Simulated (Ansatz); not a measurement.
**Worked example: C4H7NO + C2H3Ga → C3H5NO + C3H5Ga**

Gas-phase species: C4H7NO (3-methoxypropionitrile) `COCCC#N`, singlet; C2H3Ga `C#[C][GaH2]`, singlet; C3H5NO (3-hydroxypropionitrile) `N#CCCO`, singlet; C3H5Ga `C#[C][GaH][CH3]`, singlet. The partners trade CH3 for H: O–CH3 and Ga–H bonds give way to O–H and Ga–CH3.

Shapes, held fixed at every level: PBE0-D4/def2-TZVP. Flexible molecules stand in one conformer, not always the lowest. Programs: Ansatz 0.2.0. Electronic energies: no zero-point or thermal term.

At CCSD(T)/def2-TZVPP; 1 Eh = 2625.50 kJ/mol:

| species | energy (Eh) |
| --- | --- |
| C4H7NO | -286.117446 |
| C2H3Ga | -2001.255503 |
| C3H5NO | -246.893532 |
| C3H5Ga | -2040.510242 |

Work out ΔE of the reaction at this level.


1. Products less reactants: (-246.893532) + (-2040.510242) − [(-286.117446) + (-2001.255503)] = -0.030825 Eh = -80.9 kJ/mol.

Other levels give -87.4 (MP2/def2-TZVPP) to -69.8 kJ/mol (HF/def2-TZVPP). No measured value is set beside it here. Relativity is left out for Ga. Outer-core shells of Ga are correlated, in sets that cover them unevenly.
